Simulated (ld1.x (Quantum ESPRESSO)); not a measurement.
**Logarithmic derivatives: tin, PAW**

- Element: tin (Sn)
- Generator: ld1.x (Quantum ESPRESSO) 7.5
- Type: PAW
- Functional: LDA (PZ)
- Relativity: scalar-relativistic
- Frozen core: [Kr]
- Valence charge: 14
- Reference configuration: 4d10 5s2 5p2
- Partial waves: 5s (bound): rcut 1.80, rcutus 2.05 bohr; 5s channel at 4.05 Ry: rcut 1.80, rcutus 2.05 bohr; 5p (bound): rcut 1.70, rcutus 2.30 bohr; 5p channel at 4.6 Ry: rcut 1.70, rcutus 2.30 bohr; 4d (bound): rcut 1.60, rcutus 1.90 bohr; 4d channel at 1.6 Ry: rcut 1.60, rcutus 1.90 bohr
- Local potential: all-electron potential smoothed inside 2.10 bohr (lloc = -1)
- Core correction: Bessel-smoothed model core inside 1.00 bohr
- Augmentation charge: BESSEL, radius 1.80 bohr

The phase is arctan(r·u′/u) with u = r·R(r), unwrapped; energies in Ry, scanned from -4 to 5 Ry. A pole is an energy at which the radial function vanishes at the test radius. The pseudo phase is shifted by a multiple of π to meet the all-electron one at the reference energy, and phase errors are pseudo minus all-electron; the curves can meet again beyond the range given. Levels narrower than the energy grid can be missing from the lists of poles.

```csv
channel,radius (bohr),reference energy (Ry),"poles, all-electron","poles, pseudo",unbroken range about the reference energy with phases within 0.05 rad,phase error 1 Ry above the reference energy (rad)
s,2.51,-0.79,0.88,0.88,the whole range,-0.000
p,2.51,-0.28,2.23,2.22,the whole range,-0.001
d,2.51,-1.90,"-1.80, 4.66","-1.80, 4.77",the whole range,+0.001
```

Phases in the p channel:

```
E (Ry)  all-electron  pseudo
 -4.00         1.347   1.346
 -3.76         1.338   1.337
 -3.52         1.328   1.326
 -3.28         1.316   1.315
 -3.04         1.303   1.301
 -2.80         1.287   1.286
 -2.56         1.268   1.267
 -2.32         1.246   1.245
 -2.08         1.219   1.218
 -1.84         1.185   1.184
 -1.60         1.140   1.139
 -1.36         1.080   1.079
 -1.12         0.995   0.994
 -0.88         0.865   0.864
 -0.64         0.653   0.653
 -0.40         0.297   0.297
 -0.16        -0.216  -0.216
  0.08        -0.695  -0.696
  0.32        -1.004  -1.004
  0.56        -1.187  -1.188
  0.80        -1.303  -1.304
  1.04        -1.381  -1.382
  1.28        -1.438  -1.439
  1.52        -1.482  -1.483
  1.76        -1.517  -1.518
  2.00        -1.547  -1.548
  2.24        -1.572  -1.573
  2.48        -1.595  -1.595
  2.72        -1.616  -1.616
  2.96        -1.636  -1.636
  3.20        -1.655  -1.656
  3.44        -1.675  -1.675
  3.68        -1.695  -1.695
  3.92        -1.717  -1.717
  4.16        -1.740  -1.740
  4.40        -1.767  -1.767
  4.64        -1.799  -1.799
  4.88        -1.837  -1.837
```
